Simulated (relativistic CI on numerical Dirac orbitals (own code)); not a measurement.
# Spin-allowed bands of a d3 ion in an octahedral site, by hand

Problem. Take Δ = 24900 cm⁻¹ and B = 740 cm⁻¹ for a d3 ion in an octahedral site. Calculate the three spin-allowed bands.

Working.
1. The terms of highest spin are 4F (energy 0) and 4P (15B = 11100 cm⁻¹). Here the F term splits into A2 at −1.2Δ = -29880, T2 at −0.2Δ = -4980 and T1 at +0.6Δ = 14940 cm⁻¹.
2. The two T1 states mix through the element 0.4Δ: H = [[14940, 9960], [9960, 11100]], with roots ½(H₁₁ + H₂₂) ∓ ½√[(H₂₂ − H₁₁)² + 4H₁₂²] = ½(26040) ∓ ½(20287) = 2877 and 23163 cm⁻¹.
3. The ground term is 4A2 at -29880 cm⁻¹.
4. Bands: 4T2 24900 cm⁻¹ (402 nm), 4T1(F) 32757 cm⁻¹ (305 nm), 4T1(P) 53043 cm⁻¹ (189 nm).

Check. Exact diagonalisation of the whole d3 shell with these parameters gives 4T2 24900, 4T1 32757, 4T1 53043 cm⁻¹. The match is exact, since without spin-orbit coupling no other term has this spin. The ratio of the second band to the first, 1.316, depends on Δ/B = 33.6 alone, which is how a Tanabe-Sugano diagram is read.
